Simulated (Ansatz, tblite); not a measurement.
Removing and adding an electron: the cluster TlH2 (the lowest doublet isomer of a short search). The state is a doublet with charge 0. Geometry: r2SCAN-D4/def2-TZVP. Ansatz, gas phase; energy differences of separate SCF runs; the oxidised species is a singlet (the triplet lies 2.08 eV higher at PBE0-D4/def2-TZVP); the reduced species is a singlet (the triplet lies 0.62 eV higher at PBE0-D4/def2-TZVPD).

Cartesian coordinates in Å:
```
Tl 0.541 0.113 -0.075
H -0.636 0.864 -1.212
H 0.094 -0.977 1.287
```

In the def2 sets Tl takes a core potential; there is no spin–orbit coupling. The xTB rows come from tblite. Correlated methods freeze 4 core orbitals; core or outer-core shells of Tl are correlated, in sets that lack core-valence functions. The structure comes from a short search, and lower isomers may exist.

```csv
level,−HOMO (eV),vertical IE (eV),−LUMO (eV),vertical EA (eV),HOMO–LUMO gap (eV),IE − EA (eV),remarks
GFN1-xTB,–,11.66,–,6.54,–,5.12,–
GFN2-xTB,–,11.97,–,6.58,–,5.39,–
PBE-D4/def2-TZVP,4.48,7.58,3.57,–,0.91,–,restricted SCF unstable in HF (+1 singlet)
PBE-D4/def2-TZVPD,4.49,–,3.58,1.01,0.91,–,"HOMO above zero (-1 singlet), restricted SCF unstable in HF (-1 singlet)"
r2SCAN-D4/def2-TZVP,4.81,7.72,3.19,–,1.62,–,restricted SCF unstable in HF (+1 singlet)
r2SCAN-D4/def2-TZVPD,4.82,–,3.19,0.92,1.63,–,"HOMO above zero (-1 singlet), restricted SCF unstable in HF (-1 singlet)"
PBE0-D4/def2-TZVP,5.41,7.64,2.72,–,2.69,–,restricted SCF unstable in HF (+1 singlet)
PBE0-D4/def2-TZVPD,5.42,–,2.72,0.97,2.69,–,"HOMO above zero (-1 singlet), restricted SCF unstable in HF (-1 singlet)"
MP2/def2-TZVPD,–,–,–,1.00,–,–,restricted SCF unstable (-1 singlet)
MP2/def2-TZVPP,–,7.56,–,–,–,–,restricted SCF unstable (+1 singlet)
CCSD/def2-TZVPD,–,–,–,0.90,–,–,"large T1 (0.020) (-1 singlet), restricted SCF unstable (-1 singlet)"
CCSD/def2-TZVPP,–,7.45,–,–,–,–,"large T1 (0.023) (+1 singlet), restricted SCF unstable (+1 singlet)"
CCSD(T)/def2-TZVPD,–,–,–,0.95,–,–,"large T1 (0.020) (-1 singlet), restricted SCF unstable (-1 singlet)"
CCSD(T)/def2-TZVPP,–,7.43,–,–,–,–,"large T1 (0.023) (+1 singlet), restricted SCF unstable (+1 singlet)"
```

Run but left out: HF/def2-TZVPP (charge +1 singlet: restricted singlet, unstable towards broken spin symmetry); HF/def2-TZVPD (charge -1 singlet: restricted singlet, unstable towards broken spin symmetry).   A HOMO above zero means that the electron is unbound at that level or that self-interaction error raises the level; the energy of removing that electron tells which. HOMO and LUMO are the levels of the spin that leaves or enters (xTB has no such levels and no spin-polarisation term). Other spin states of the ions may lie lower, which would lower the ionisation energy or raise the affinity. Raw xTB energy differences between charge states are shifted by several eV; the methods need an empirical correction for them.
